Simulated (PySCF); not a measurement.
SiHBr3, SMILES Br[SiH](Br)Br.

Geometry: ωB97X-D3(BJ)/def2-SVP.

Two levels are set side by side: PBE/def2-TZVP (PySCF) and M06-2X/def2-TZVP (PySCF). Same geometry, gas phase. Differences are taken from unrounded values.

```csv
quantity,M06-2X
orbital gap (eV),9.59
highest occupied level (eV),-9.76
lowest empty level (eV),-0.17
dipole moment (D),0.77
mean polarisability (bohr³),80.7
```

What does PBE give, and how far is it from M06-2X? (An estimate is asked for; the answer gives what the named calculation found.)


| quantity | PBE | PBE minus M06-2X |
|---|---|---|
| orbital gap (eV) | 5.39 | -4.20 |
| highest occupied level (eV) | -7.29 | 2.47 |
| lowest empty level (eV) | -1.90 | -1.73 |
| dipole moment (D) | 0.58 | -0.19 |
| mean polarisability (bohr³) | 84.0 | 3.3 |

Without exact exchange PBE keeps part of each electron's self-repulsion, which lifts occupied levels and narrows the gap. Loosely held outer electrons make PBE densities more polarisable. Differences between two approximate levels are no errors against the true value.

Rough cost on one machine, each run with all the roots and properties that it gave: M06-2X against PBE about 2 times.
